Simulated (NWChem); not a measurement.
## Correlation energy of HIn

```
In
H 1 1.8630
```
Charge 0, spin multiplicity 1.

Program: NWChem. Structure: optimised with PBE0/def2-SVP with def2 effective core potentials on In, a minimum by its harmonic frequencies.

Basis set: def2-SVP. Each correlation energy counts from its own Hartree-Fock reference.

Effective core potentials replace the inner electrons of In; spin-orbit coupling is left out. The correlated methods keep 4 core orbitals frozen. The structure started from a generated list of species. Coupled-cluster values serve here as a point of comparison, not as the truth.

For the correlation energy, MP2 gives -71.3 mHa and SCS-MP2 gives -75.7 mHa. What do CCSD, CCSD+T(CCSD), CCSD(T) give?

CCSD: -91.2 mHa; CCSD+T(CCSD): -93.7 mHa; CCSD(T): -93.6 mHa.
